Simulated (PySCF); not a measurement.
Choosing a molecule for a target property.

All species are isolated and taken at one optimised geometry, non-relativistic unless stated; the electronic structure was computed with PySCF and density fitting.

Dipoles, sizes and rotational constants follow the conformer. The torsions of the flexible species, by atom-mapped SMILES:
- `[CH:1]#[C:2][SiH2:3]/[CH:4]=[CH:5]/[Si@H:6]([Cl:7])[CH2:8][CH:9]=[CH2:10]`: C2–Si3–C4–C5 1°, C4–C5–Si6–Cl7 -7°, C5–Si6–C8–C9 178°, Si6–C8–C9–C10 104°
- `[CH3:1][CH:2]([CH3:3])[C@@H:4]1[CH2:5][C@H:6]([C:7]#[N:8])[C@H:9]1[F:10]`: C1–C2–C4–C5 -66°
- `[CH3:1][CH2:2][Si@H:3]([CH2:4][F:5])[CH2:6][SiH2:7][SiH3:8]`: C1–C2–Si3–C4 178°, C2–Si3–C4–F5 -72°, C2–Si3–C6–Si7 169°, Si3–C6–Si7–Si8 174°
- `[CH2:1]=[CH:2][CH2:3][C@H:4]1[CH:5]=[CH:6][CH:7]=[CH:8][CH+:9]1`: C1–C2–C3–C4 119°, C2–C3–C4–C5 -69°
- `[CH3:1]/[CH:2]=[C:3](/[CH3:4])[O:5][C:6]([CH3:7])=[O:8]`: C2–C3–O5–C6 -113°, C3–O5–C6–C7 -178°

**Question.** Wanted: smallest rotational constant above 1 GHz (GFN2-xTB) and HOMO energy below -8.4 eV (PBE0/pcSseg-1), at GFN2-xTB geometries. Which candidate meets both?
A. `CC[Si@H](CF)C[SiH2][SiH3]`
B. `C=CC[C@H]1C=CC=C[CH+]1`
C. `CC(C)[C@@H]1C[C@H](C#N)[C@H]1F`
D. `C/C=C(\OC(=O)C)C`
E. `C#C[SiH2]/C=C/[Si@H](Cl)CC=C`

**Answer.** B. Computed values:
```
                       species  smallest rotational constant  HOMO energy
  C#C[SiH2]/C=C/[Si@H](Cl)CC=C                     0.286 GHz     -7.23 eV
     CC[Si@H](CF)C[SiH2][SiH3]                     0.428 GHz     -7.94 eV
CC(C)[C@@H]1C[C@H](C#N)[C@H]1F                     0.690 GHz     -8.79 eV
        C=CC[C@H]1C=CC=C[CH+]1                     1.098 GHz    -11.43 eV
              C/C=C(\OC(=O)C)C                     1.185 GHz     -7.01 eV
```
